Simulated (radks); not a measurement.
Question: The samarium ion Sm11+ is in [Kr] 4d10 4f(5/2: 2, 7/2: 0) 5s2 5p(1/2: 1, 3/2: 0). Method: Dirac Kohn-Sham, relativistic LDA (MacDonald-Vosko exchange, VWN5 correlation), spin-unpolarised, spherical densities, finite nucleus; Fermi nuclear charge, rms radius of each element as measured or else 0.836 A^(1/3) + 0.57 fm; computed with a radial shooting solver on a logarithmic mesh with Libxc functionals. Sub-shells are occupied by j as written (lower j first in brackets). One electron is removed from 5s1/2, 4d5/2, 5p1/2, 4f5/2 in turn, with full relaxation. Which removal costs least, and what does each cost?

Answer: 5p1/2 193.21 eV; 4f5/2 207.92 eV; 5s1/2 216.53 eV; 4d5/2 338.71 eV. The 5p1/2 electron leaves first.
